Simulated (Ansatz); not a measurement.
```xyz
2

Fe    0.0000    0.0000    0.0000
O     0.0000    0.0000    2.4246
```

Basis set: pcseg-2 (spherical functions). Charge 0, multiplicity 5.

Computed with Ansatz (development build ahead of 0.2.0); each method stands on the lowest determinant of its kind that the runs found.

Task: Give the atomization energy at this shape (free ground-state atoms in the same class of orbitals less the molecule, no zero-point energy) of quintet FeO by PBE0 (unrestricted), PBE (unrestricted).

Result:

| method | atomization energy |
| --- | --- |
| PBE0 (unrestricted) | 1.62 eV |
| PBE (unrestricted) | 2.07 eV |

Caution: the shape is not the minimum. Caution for PBE0 (unrestricted): the unrestricted determinant is a mixture of spin states. Caution for PBE (unrestricted): the unrestricted determinant is spin contaminated.
